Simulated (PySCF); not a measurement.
Diatomics with 54 electrons

PBE0 in PySCF with x2c-SVPall on every atom, spin-free X2C, for the lowest determinant that a PBE0 search found; no spin–orbit coupling. All have 54 electrons, 8 of them in the valence shells, and the same state, a singlet (closed shell). For ions De leads to the atom and ion picked by measured ionisation energies and electron affinities.

```csv
species,difference of nuclear charges,Re (Å),ωe (cm⁻¹),k (mdyn/Å),De (eV),dissociates to,Mayer bond order
CaSe,14,2.426,375,2.21,3.12,Ca + Se,2.19
KBr,16,2.824,225,0.779,3.75,K + Br,0.65
HI,52,1.613,2351,3.26,3.33,H + I,0.99
CaBr⁺,15,2.467,353,1.95,3.93,Ca⁺ + Br,1.26
```

Q: Which member of the whole set has the stiffest bond, and how does it compare with the softest?

A: HI with k = 3.26 mdyn/Å, 4.2 times that of KBr.

Spin–orbit coupling is left out, which matters for elements this heavy, above all for dissociation energies. For an ion De counts to the pair picked by the measured ionisation energies or electron affinities, which need not be the lowest pair at this level.
